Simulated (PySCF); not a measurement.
## MP for M along group 12

r²SCAN with triple-zeta basis sets in PySCF, for the lowest determinant that a PBE0 search found; no spin–orbit coupling. De refers to high-spin ground-configuration atoms. A positive dipole means M(−)P(+).

```
 M         basis  state (unpaired electrons)  Re (Å)  ωe (cm⁻¹)  De (eV)  μ (D)
Zn  x2c-TZVPPall         quartet (σ ↑, π ↑↑)   2.386        243     0.55  -0.81
Cd    def2-TZVPP         quartet (σ ↑, π ↑↑)   2.629        186     0.41  -0.94
Hg    def2-TZVPP         quartet (σ ↑, π ↑↑)   2.706        124     0.17  -0.35
```

The shortest bond is that of ZnP (2.386 Å), the longest that of HgP (2.706 Å). ZnP is bound most strongly (0.55 eV) and HgP least (0.17 eV).

The rows differ in basis set, which adds steps of its own.

Down a group the atoms grow and get heavier, so bonds lengthen and wavenumbers fall; this series shows no clear exception.

Weak bonds: CdP, HgP. Basis-set superposition, not corrected here, can be much of De in a small basis, most of all at correlated wavefunction levels. Functionals without a dispersion term scatter widely for such bonds, and LDA overbinds them. These are scalar-relativistic numbers at best; spin–orbit coupling would shift them, the dissociation energy most. States were picked by a PBE0 search and need not be the measured ground states.
